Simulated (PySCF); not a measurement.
# Reading the logs of faulty runs: BFH4NSi anion

These are calculations, not measurements. They come from PySCF 2.14.0, an open-source quantum chemistry program, on an isolated molecule that a program drew, which may never have been made. The molecule is BFH4NSi anion (charge -1, singlet), drawn as the SMILES string `N=[SiH][BH2-]F`.

Each row is a Hartree-Fock (HF) and frozen-core CCSD(T) single point in the aug-cc-pV(D+d)Z basis, meant for a local HF minimum. Run 1 is clean. Each other run has one planted mistake out of seven kinds, and not every kind appears here: one electron removed, one electron added, multiplicity raised by two, geometry at a saddle point, minimal basis STO-3G, one bond length entered in bohr, all coordinates scaled. The reference is restricted for singlets and unrestricted otherwise, and also for a bond in bohr. Adding or removing an electron swaps singlet and doublet. Electrons count all cores. HOMO and LUMO are orbital energies over both spins, the gradient is its largest component, and the lowest frequency (negative if imaginary) is given only where the gradient is small. Bond lengths are over the 7 bonds as drawn. T1 is the CCSD diagnostic: over 0.02 (restricted) or 0.045 (unrestricted) a single reference is doubtful.

Geometry of the clean run:
```xyz
8
BFH4NSi anion, angstrom
N    -0.0465    0.1007   -0.9714
Si   -0.7126    0.9284    0.2514
B    -0.9165    0.7798    2.3007
F    -0.3046   -0.4047    2.8598
H     0.4156   -0.7491   -0.6898
H    -1.3723    2.1749   -0.2882
H    -0.4041    1.8145    2.7470
H    -2.1375    0.8041    2.5028
```

```
run  electrons  basis functions  <S^2>  HOMO (eV)  LUMO (eV)  gradient (hartree/bohr)  lowest frequency (cm^-1)  mean bond (Å)  longest bond (Å)      T1  HF (hartree)  CCSD(T) (hartree)               mistake
  1         40              137  0.000      -4.60       3.95                  4.0e-05                       122         1.4462             2.065  0.0172    -469.89598         -470.55723              no fault
  2         39              137  0.822     -11.16      -1.05                  5.2e-02                         -         1.4462             2.065  0.0580    -469.78929         -470.42023  one electron removed
  3         40              137  2.045      -1.13       3.79                  1.0e-01                         -         1.4462             2.065  0.0175    -469.79680         -470.41200                     ?
  4         40               28  0.000      -0.24      13.40                  4.4e-02                         -         1.4462             2.065  0.0200    -463.93285         -464.14237                     ?
```

**Which mistake was planted in run 3, and what did it cost?**

Electrons, basis and geometry are unchanged, and <S^2> is 2.045, beside S(S+1) = 2.00 for a multiplicity of 3. So the mistake is: multiplicity raised by two. Subtracting run 1 and multiplying by 627.51 kcal/mol a hartree, the energy moved by 62.2 kcal/mol in HF and 91.1 kcal/mol in CCSD(T).

**Which mistake was planted in run 4, and what did it cost?**

It has 28 basis functions where the clean run has 137, with the same electrons and geometry. So the mistake is: minimal basis STO-3G. Subtracting run 1 and multiplying by 627.51 kcal/mol a hartree, the energy moved by 3741.9 kcal/mol in HF and 4025.4 kcal/mol in CCSD(T).

Cautions from the logs. Run 2: T1 is over the limit, so its CCSD(T) energy is less reliable.
